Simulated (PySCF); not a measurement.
# Frontier orbitals and the lowest excitations

C5H6O2.
Atom-mapped SMILES: `[CH2:1]=[CH:2][C:3](=[CH2:4])[C:5](=[O:6])[OH:7]` (hydrogens: H8, H9 on C1; H10 on C2; H11, H12 on C4; H13 on O7)

Geometry (GFN2-xTB, Å), atoms numbered from 1 in this order:
```xyz
13
C5H6O2 angstrom
C      2.0715   -0.6169   -0.0952
C      1.1988    0.3072   -0.4778
C     -0.2279    0.3555   -0.1744
C     -0.9834    1.3603   -0.6375
C     -0.8631   -0.7082    0.6518
O     -0.3178   -1.6699    1.1315
O     -2.1796   -0.5040    0.8357
H      3.1079   -0.5487   -0.3816
H      1.7864   -1.4600    0.5074
H      1.5352    1.1395   -1.0857
H     -2.0368    1.4233   -0.4312
H     -0.5535    2.1448   -1.2382
H     -2.5422   -1.2224    1.3774
```

Computed with TDDFT wB97X-D/def2-SVPD, vertical, gas phase, core orbitals frozen in the response (PySCF).

Frontier orbitals with the atoms that hold most of them (Löwdin shares over 4%, at most four atoms; ? is withheld):

```json
{"orbital": "HOMO-3", "ε (eV)": "-11.83", "atoms": "O7 33%, C3 18%, C2 14%, C4 10%"}
{"orbital": "HOMO-2", "ε (eV)": "-11.30", "atoms": "O6 38%, O7 17%, C3 10%, C5 10%"}
{"orbital": "HOMO-1", "ε (eV)": "-10.12", "atoms": "?"}
{"orbital": "HOMO", "ε (eV)": "-8.94", "atoms": "?"}
{"orbital": "LUMO", "ε (eV)": "-0.02", "atoms": "C4 30%, C3 18%, C5 12%, O6 11%"}
{"orbital": "LUMO+1", "ε (eV)": "1.91", "atoms": "C1 24%, C2 24%, C5 16%, O6 12%"}
{"orbital": "LUMO+2", "ε (eV)": "2.04", "atoms": "O7 34%, C5 19%, H13 14%, O6 11%"}
```

(1) Give the leading atoms of the HOMO-1.

(2) Give the leading atoms of the HOMO.

(3) How does S1 compare with the orbital gap of 8.92 eV?

(4) One configuration dominates each of S1, S2, S3 and S5. Which, and how do the shares of the two leading atoms of either orbital change from the occupied to the empty one?

Answers

(1) O6 (bonded to C) 60%; O7 (bonded to C and H) 11%; C5 (bonded to C and 2 O) 8%; C3 (bonded to 3 C) 6%. By element: oxygen 71%, carbon 14% or more.

(2) C1 (bonded to C and 2 H) 28%; C2 (bonded to 2 C and H) 24%; C4 (bonded to C and 2 H) 20%; C3 (bonded to 3 C) 16%.

(3) S1 is at 4.97 eV (f = 0.0001), 3.96 eV below the gap, made of HOMO-1→LUMO (87%), HOMO-1→LUMO+1 (9%). Its leading pair isn't HOMO and LUMO; the energies of that pair differ by 10.10 eV. Without the coupling terms of the response equations the lowest excitation would equal the gap.

(4) 
- S1 (4.97 eV, f 0.0001), HOMO-1→LUMO (87%): O6 60% → 11%, O7 11% → at most 11%, C4 at most 7% → 30%, C3 6% → 18%
- S2 (5.16 eV, f 0.234), HOMO→LUMO (94%): C1 28% → at most 11%, C2 24% → at most 11%, C4 20% → 30%, C3 16% → 18%
- S3 (6.71 eV, f 0.287), HOMO→LUMO+1 (92%): C1 28% → 24%, C2 24% → 24%
- S5 (7.10 eV, f 0.231), HOMO-2→LUMO (88%): O6 38% → 11%, O7 17% → at most 11%, C4 at most 11% → 30%, C3 10% → 18%

On one thread, Arm Neoverse V2, no GPU, on a shared host, this took 25 s of wall time.

One conformer stands for the species.
